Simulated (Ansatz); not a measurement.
CH$_{6}$FNSi$_{2}$ (`F[SiH]1C[SiH2]N1`), 11 atoms. The species carries charge 0 and has multiplicity 1. All runs use 4 threads of an Arm Neoverse N1 on a shared host. Correlated methods freeze the cores.

Question: Give the basis size and wall time and peak host memory of each of these runs in Ansatz. RHF-CCSD(T)/def2-TZVPP energy; RKS ωB97M-V/def2-SVP energy; RKS revPBE-D4/def2-TZVPP energy; RKS B3LYP-D4/def2-TZVPP energy and forces; RKS PBE0-D4/def2-TZVP relaxation (7 steps); RKS PBE0-D4/def2-QZVPP energy; direct RPA on PBE orbitals/def2-TZVPP energy; RKS B97M-V/def2-TZVPP energy; RKS ωB97M-V/def2-QZVPP energy; RHF-MP2/def2-QZVPP energy; RKS PBE0-D4/def2-SVP energy; RHF-CCSD(T)/def2-SVP energy. (Best estimate.)

Answer: Computed: Other jobs shared the machine, so times are rough.

```
                                level                   job  functions  wall time  peak host memory (GiB)
                 RKS PBE0-D4/def2-SVP                energy        108      1.8 s                    0.25
             RKS revPBE-D4/def2-TZVPP                energy        261      3.6 s                    0.37
                 RKS ωB97M-V/def2-SVP                energy        108      7.5 s                    0.35
              RKS B3LYP-D4/def2-TZVPP     energy and forces        261      8.5 s                    0.79
                 RHF-CCSD(T)/def2-SVP                energy        108      8.5 s                    0.48
direct RPA on PBE orbitals/def2-TZVPP                energy        261      9.5 s                    0.65
               RKS PBE0-D4/def2-QZVPP                energy        491       16 s                     1.9
                RKS B97M-V/def2-TZVPP                energy        261       16 s                    0.46
               RKS ωB97M-V/def2-QZVPP                energy        491       38 s                     2.3
                   RHF-MP2/def2-QZVPP                energy        491       39 s                     3.2
                RKS PBE0-D4/def2-TZVP  relaxation (7 steps)        203       44 s                    0.55
               RHF-CCSD(T)/def2-TZVPP                energy        261    4.3 min                       6
```

B3LYP here is the variant with VWN-RPA as its local correlation; programs differ in this.
